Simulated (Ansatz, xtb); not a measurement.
## Ranking isomers of AlNO2

3 gas-phase structures of AlNO2, found in a search over its isomers (lower ones may exist). Each was relaxed with GFN2-xTB:

A. a singlet given by its coordinates
B. `O=N[O][Al]`, a triplet
C. a triplet given by its coordinates

A (Å):

```xyz
4

Al   -0.0948   -0.4253   -1.3426
N    -0.1355   -1.9857    0.1570
O     0.9552   -1.3512   -0.1638
O    -0.9193   -1.9932   -0.8826
```

Close contacts (Å): Al1–N2 2.16, Al1–O3 1.83, Al1–O4 1.83, N2–O3 1.30, N2–O4 1.30.

C (Å):

```xyz
4

Al   -0.9035   -0.9073   -1.6852
N     0.3789   -1.2221   -0.4284
O     1.1969   -1.4761    0.4322
O    -0.8678   -2.0801   -0.4731
```

Close contacts (Å): Al1–N2 1.82, Al1–O4 1.69, N2–O3 1.21, N2–O4 1.51.

Problem. Estimate their order in r2SCAN-D4/def2-SVP energy at these geometries, lowest first.

Solution. Calculated order at r2SCAN-D4/def2-SVP: A (0.000), C (1.312), B (1.419) eV.

Energies above the lowest of each column, in eV:

```csv
structure,HF/STO-3G,r2SCAN-D4/def2-SVP
A,0.000,0.000
C,1.368,1.312
B,0.944,1.419
```

Every level run on A puts it lowest or level with the lowest. Some further structures that were screened fall inside this span and aren't listed. Flexible structures stand in one conformer each, not always the lowest. No reliable frequencies are at hand for these structures. GFN2-xTB has no spin polarisation and isn't compared across spin states. Open shells are spin-unrestricted.

Programs: Ansatz 0.2.0, xtb 6.7.1.
